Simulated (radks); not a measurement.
Q: Radial electron density D(r) = 4 pi r^2 rho(r) of an atom or ion with 1 electrons. Method: Dirac Kohn-Sham, PBE, spin-unpolarised, spherical densities, finite nucleus; Fermi nuclear charge, rms radius of each element as measured or else 0.836 A^(1/3) + 0.57 fm; computed with a radial shooting solver on a logarithmic mesh with Libxc functionals.

| r (bohr) | D(r) (e/bohr) |
|---|---|
| 0.01363 | 0.08019 |
| 0.01587 | 0.1062 |
| 0.01848 | 0.1402 |
| 0.02151 | 0.1843 |
| 0.02504 | 0.2410 |
| 0.02916 | 0.3133 |
| 0.03394 | 0.4045 |
| 0.03951 | 0.5182 |
| 0.046 | 0.6577 |
| 0.05355 | 0.8260 |
| 0.06234 | 1.025 |
| 0.07258 | 1.253 |
| 0.08449 | 1.506 |
| 0.09836 | 1.775 |
| 0.1145 | 2.046 |
| 0.1333 | 2.296 |
| 0.1552 | 2.500 |
| 0.1807 | 2.628 |
| 0.2103 | 2.650 |
| 0.2448 | 2.549 |
| 0.285 | 2.320 |
| 0.3318 | 1.981 |
| 0.3863 | 1.571 |
| 0.4497 | 1.144 |
| 0.5236 | 0.7547 |
| 0.6095 | 0.4438 |
| 0.7096 | 0.2283 |
| 0.826 | 0.1004 |
| 0.9616 | 0.03681 |
| 1.119 | 0.01091 |

What is the nuclear charge?

A: Z = 5. The innermost maximum, from 1s, lies near gamma/Z bohr with gamma = sqrt(1 - (Z/c)^2) = 0.999, here 0.2 bohr (found: 0.200), and its height grows with Z. The density is that of the boron ion B4+ in 1s1; the configuration itself is not fixed sharply by these data. D(r) has 1 maximum, at r = 0.200 bohr.
